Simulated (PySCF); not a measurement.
Species: cyclo-(H2SnO)4.
Structure used (PBE0-D3(BJ)/def2-SVP), in Å, numbered top down from 1:
```xyz
16
H8O4Sn4 angstrom
Sn    -0.7382   -2.2311   -0.3113
H     -0.8572   -3.7744    0.4154
H     -1.3752   -2.0557   -1.8877
O     -1.5584   -0.9686    0.9707
Sn    -2.1092    0.8976    0.6089
H     -1.6046    1.8445    1.9402
H     -3.7738    0.9243    0.2187
O     -1.1541    1.3712   -1.0556
Sn     0.7506    1.8743   -1.2401
H      0.8766    3.5795   -1.2615
H      1.3692    1.0291   -2.5911
O      1.5812    1.2958    0.4581
Sn     2.0925   -0.5498    0.9568
H      3.7636   -0.7583    0.6607
H      1.5385   -0.8235    2.5507
O      1.1641   -1.6890   -0.3664
```

Theory: PBE0-D3(BJ)/def2-SVP geometry optimisation, gas phase, def2 core potentials past Kr (PySCF 2.14.0).

Problem. Which atoms are bound to Sn1, and at what distances?

Solution. 4 atoms: H3 1.709 Å, H2 1.710 Å, O4 1.977 Å, O16 1.979 Å. The nearest atom not counted as bound is Sn13, at 3.53 Å (others tie with it).

Problem. List the angles at Sn1.

Solution. 
```tsv
angle	degrees	distance of the outer atoms (Å)
H2–Sn1–H3	117.3	2.92
H3–Sn1–O4	112.2	3.06
H2–Sn1–O16	109.0	3.01
H3–Sn1–O16	107.7	2.98
H2–Sn1–O4	105.8	2.94
O4–Sn1–O16	104.0	3.12
```

Problem. What is the shape at Sn1?

Solution. Distorted tetrahedral: angles from 104.0° to 117.3°; τ4 = (360° − α − β)/141° = 0.93 with α and β the two widest (0 for a square, 1 for a tetrahedron).

Problem. Give some angles away from the centre.

Solution. Sn1–O4–Sn5 126.8°, Sn1–O16–Sn13 126.2°.

Charge 0, singlet. PBE0-D3(BJ)/def2-SVP frequencies: not computed here.

The run took 38 min wall on an AMD EPYC with one thread, on a shared host, and the process peaked at 1.2 GiB of memory. That covers the optimisation of the geometry.

One conformer stands for the species.
